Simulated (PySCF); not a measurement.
# C²⁺ (carbon, charge +2) across methods

[He] 2p2, high-spin 3P determinant (an excited configuration). Calculation: PySCF 2.14, in aug-cc-pCVTZ-DK with one added diffuse shell each of s, p, d, f type (8s7p5d3f, 75 functions); the spin-free X2C one-electron Hamiltonian (Gaussian nucleus). The B2PLYP total includes its PT2 part (frozen core); its orbital energies are those of the SCF part.

```
 method  E (hartree)  mean ε 1s α (eV)  mean ε 1s β (eV)  mean ε 2p α (eV)  Σ⟨r²⟩ (bohr²)   ⟨S²⟩
 B2PLYP     -35.9485           -326.36           -324.96           -36.015          4.440  2.000
    PBE     -35.9559           -307.13           -305.75           -32.837          4.435  2.000
    UHF    -35.85452           -342.54           -340.90           -38.902          4.484  2.000
   BLYP     -36.0073           -307.57           -306.42           -32.636          4.413  2.000
   PBE0     -35.9475           -316.18           -314.72           -34.468          4.437  2.000
    LDA     -35.6288           -304.52           -303.09           -32.665          4.447  2.000
 r2SCAN     -35.9798           -311.11           -309.70           -33.287          4.406  2.000
r2SCAN0     -35.9669           -319.07           -317.63           -34.774          4.417  2.000
wB97X-V     -35.9841           -317.17           -316.12           -36.909          4.459  2.000
```
